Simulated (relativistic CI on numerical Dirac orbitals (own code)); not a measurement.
# Electric-dipole transitions in Hf44+

These numbers are calculated, not measured: Dirac-Coulomb-Breit CI, separate exchange-only KLI orbitals for each configuration, a model potential for QED, unscaled Slater integrals (own radial code, finite nucleus).

CI space (outside the closed core [Ne]): 3s2 3p6 3d10, 3s2 3p6 3d9 4s, 3s2 3p6 3d9 4p, 3s2 3p6 3d9 4d, 3s2 3p5 3d10 4s, 3s2 3p6 3d9 4f, 3s2 3p5 3d10 4p, 3s2 3p6 3d8 4s2, 3s2 3p5 3d10 4d, 3s2 3p6 3d8 4s 4p, 3s 3p6 3d10 4s, 3s2 3p6 3d9 5s, 3s2 3p6 3d8 4p2, 3s2 3p5 3d10 4f, 3s2 3p6 3d8 4s 4d, 3s2 3p6 3d9 5p. Levels of other configurations are missing.

| λ vac (Å) | Lower | Upper | A (s⁻¹) | E lower (10³ cm⁻¹) | E upper (10³ cm⁻¹) |
| --- | --- | --- | --- | --- | --- |
| 5.0120 | 3s2 3p6 3d10 1S_0 [1] | 3s2 3p5 3d10 4d 3D°_1 [100] | 4.12e+13 | 0.0 | 19952.2 |
| 5.5775 | 3s2 3p6 3d10 1S_0 [1] | 3s2 3p5 3d10 4d 1P°_1 [72] | 8.49e+13 | 0.0 | 17929.1 |
| 6.1197 | 3s2 3p6 3d10 1S_0 [1] | 3s2 3p6 3d9 4f 1P°_1 [59] | 3.76e+14 | 0.0 | 16340.6 |
| 6.3178 | 3s2 3p6 3d10 1S_0 [1] | 3s2 3p6 3d9 4f 3D°_1 [49] | 9.72e+13 | 0.0 | 15828.4 |
| 12.358 | 3s2 3p6 3d9 4s 3D_3 [2] | 3s2 3p6 3d9 5p 3F°_4 [94] | 2.15e+12 | 11683.0 | 19774.9 |
| 16.849 | 3s2 3p6 3d9 4p 3F°_4 [10] | 3s2 3p6 3d9 5s 3D_3 [79] | 3.80e+12 | 13141.1 | 19076.1 |
| 19.321 | 3s2 3p6 3d9 4d 3G_4 [32] | 3s2 3p5 3d10 4d 3F°_3 [102] | 4.70e+12 | 14912.4 | 20088.1 |
| 19.329 | 3s2 3p6 3d9 4p 3F°_3 [16] | 3s2 3p5 3d10 4p 3D_2 [77] | 4.32e+12 | 13621.9 | 18795.6 |
| 19.341 | 3s2 3p6 3d9 4s 3D_2 [5] | 3s2 3p5 3d10 4s 3P°_1 [65] | 5.04e+12 | 12161.7 | 17332.2 |
| 19.349 | 3s2 3p6 3d9 4p 3F°_2 [8] | 3s2 3p5 3d10 4p 3D_1 [74] | 5.07e+12 | 12892.8 | 18061.1 |
| 28.733 | 3s2 3p6 3d9 4s 1D_2 [3] | 3s2 3p5 3d10 4s 1P°_1 [37] | 1.80e+12 | 11697.5 | 15177.8 |
| 28.766 | 3s2 3p6 3d9 4d 3G_5 [23] | 3s2 3p5 3d10 4d 3F°_4 [70] | 1.45e+12 | 14430.3 | 17906.6 |
| 28.782 | 3s2 3p6 3d9 4d 3G_4 [19] | 3s2 3p5 3d10 4d 3F°_3 [68] | 1.50e+12 | 14287.3 | 17761.8 |
| 28.805 | 3s2 3p6 3d9 4p 3P°_2 [6] | 3s2 3p5 3d10 4p 3P_1 [50] | 1.85e+12 | 12423.3 | 15895.0 |
| 28.806 | 3s2 3p6 3d9 4p 3F°_3 [7] | 3s2 3p5 3d10 4p 3D_2 [51] | 1.66e+12 | 12432.5 | 15904.1 |
| 28.816 | 3s2 3p6 3d9 4p 3F°_4 [10] | 3s2 3p5 3d10 4p 3D_3 [61] | 1.48e+12 | 13141.1 | 16611.3 |
| 28.820 | 3s2 3p6 3d9 4s 3D_3 [2] | 3s2 3p5 3d10 4s 3P°_2 [36] | 1.69e+12 | 11683.0 | 15152.7 |
| 52.507 | 3s2 3p6 3d9 4p 3F°_2 [8] | 3s2 3p6 3d9 4d 3F_2 [30] | 3.55e+11 | 12892.8 | 14797.3 |
| 52.820 | 3s2 3p6 3d9 4p 3P°_2 [6] | 3s2 3p6 3d9 4d 3F_3 [21] | 2.99e+11 | 12423.3 | 14316.6 |
| 53.078 | 3s2 3p6 3d9 4p 3F°_3 [7] | 3s2 3p6 3d9 4d 3F_3 [21] | 3.93e+11 | 12432.5 | 14316.6 |
| 53.333 | 3s2 3p6 3d9 4p 3P°_2 [6] | 3s2 3p6 3d9 4d 3D_2 [20] | 5.39e+11 | 12423.3 | 14298.3 |
| 53.785 | 3s2 3p6 3d9 4p 3F°_2 [8] | 3s2 3p6 3d9 4d 3G_3 [29] | 6.71e+11 | 12892.8 | 14752.1 |
| 53.915 | 3s2 3p6 3d9 4p 3F°_3 [7] | 3s2 3p6 3d9 4d 3G_4 [19] | 6.70e+11 | 12432.5 | 14287.3 |
| 54.794 | 3s2 3p6 3d9 4p 3P°_2 [6] | 3s2 3p6 3d9 4d 3S_1 [18] | 5.90e+11 | 12423.3 | 14248.4 |
| 66.743 | 3s2 3p6 3d9 4s 3D_3 [2] | 3s2 3p6 3d9 4p 3D°_3 [13] | 2.13e+11 | 11683.0 | 13181.3 |
| 67.083 | 3s2 3p6 3d9 4s 3D_1 [4] | 3s2 3p6 3d9 4p 3D°_2 [17] | 1.76e+11 | 12152.3 | 13643.0 |
| 67.396 | 3s2 3p6 3d9 4s 1D_2 [3] | 3s2 3p6 3d9 4p 3D°_3 [13] | 1.55e+11 | 11697.5 | 13181.3 |
| 67.511 | 3s2 3p6 3d9 4s 3D_2 [5] | 3s2 3p6 3d9 4p 3D°_2 [17] | 1.86e+11 | 12161.7 | 13643.0 |
| 68.118 | 3s2 3p6 3d9 4s 3D_1 [4] | 3s2 3p6 3d9 4p 3P°_1 [15] | 2.96e+11 | 12152.3 | 13620.3 |
| 68.121 | 3s2 3p6 3d9 4s 1D_2 [3] | 3s2 3p6 3d9 4p 1P°_1 [12] | 3.36e+11 | 11697.5 | 13165.5 |
| 68.484 | 3s2 3p6 3d9 4s 3D_2 [5] | 3s2 3p6 3d9 4p 3F°_3 [16] | 3.47e+11 | 12161.7 | 13621.9 |
| 68.523 | 3s2 3p6 3d9 4s 1D_2 [3] | 3s2 3p6 3d9 4p 1D°_2 [11] | 2.80e+11 | 11697.5 | 13156.8 |
| 68.583 | 3s2 3p6 3d9 4s 3D_3 [2] | 3s2 3p6 3d9 4p 3F°_4 [10] | 3.44e+11 | 11683.0 | 13141.1 |
| 73.680 | 3s2 3p6 3d9 4d 3G_3 [29] | 3s2 3p6 3d9 4f 3H°_4 [52] | 2.41e+11 | 14752.1 | 16109.3 |
| 73.782 | 3s2 3p6 3d9 4d 3G_4 [19] | 3s2 3p6 3d9 4f 3H°_5 [40] | 2.40e+11 | 14287.3 | 15642.7 |
| 76.665 | 3s2 3p6 3d9 4p 1D°_2 [11] | 3s2 3p6 3d9 4d 3D_3 [24] | 1.53e+11 | 13156.8 | 14461.2 |
| 77.031 | 3s2 3p6 3d9 4p 3D°_2 [17] | 3s2 3p6 3d9 4d 3F_3 [34] | 2.25e+11 | 13643.0 | 14941.2 |
| 77.239 | 3s2 3p6 3d9 4p 3D°_3 [13] | 3s2 3p6 3d9 4d 3F_4 [26] | 2.10e+11 | 13181.3 | 14475.9 |
| 77.494 | 3s2 3p6 3d9 4p 3F°_3 [16] | 3s2 3p6 3d9 4d 3G_4 [32] | 2.82e+11 | 13621.9 | 14912.4 |
| 77.566 | 3s2 3p6 3d9 4p 3F°_4 [10] | 3s2 3p6 3d9 4d 3G_5 [23] | 2.79e+11 | 13141.1 | 14430.3 |
| 80.041 | 3s2 3p6 3d9 4d 3F_4 [26] | 3s2 3p6 3d9 4f 3G°_5 [47] | 1.71e+11 | 14475.9 | 15725.3 |
| 80.282 | 3s2 3p6 3d9 4d 3G_4 [32] | 3s2 3p6 3d9 4f 3H°_5 [55] | 2.00e+11 | 14912.4 | 16158.0 |
| 80.716 | 3s2 3p6 3d9 4d 3G_5 [23] | 3s2 3p6 3d9 4f 3H°_6 [42] | 1.96e+11 | 14430.3 | 15669.2 |
| 135.07 | 3s2 3p6 3d9 4s 3D_3 [2] | 3s2 3p6 3d9 4p 3P°_2 [6] | 3.46e+10 | 11683.0 | 12423.3 |
| 136.04 | 3s2 3p6 3d9 4s 1D_2 [3] | 3s2 3p6 3d9 4p 3F°_3 [7] | 2.42e+10 | 11697.5 | 12432.5 |

Terms are leading LS components. Brackets give the number of a level in order of energy, since labels repeat. The list gives strong lines, with weight on those to low levels, without lines whose two gauges differ by over a factor of 2.5, among the lowest 200 of 455 levels, so that lines to higher ones, which can be the strongest, are missing. Levels whose partners in the same complex of configurations lie outside the list can be far off, and so can their lines. Rates are taken at the computed energies, electric ones in the length gauge.

At this charge energies of transitions that change n are usually good to better than 1 %, and those within a shell (Δn = 0) to a few per cent.

LS names give the leading component of a level, which can be under half, so a name can repeat, a term be missing and a line seem to break the LS rules.
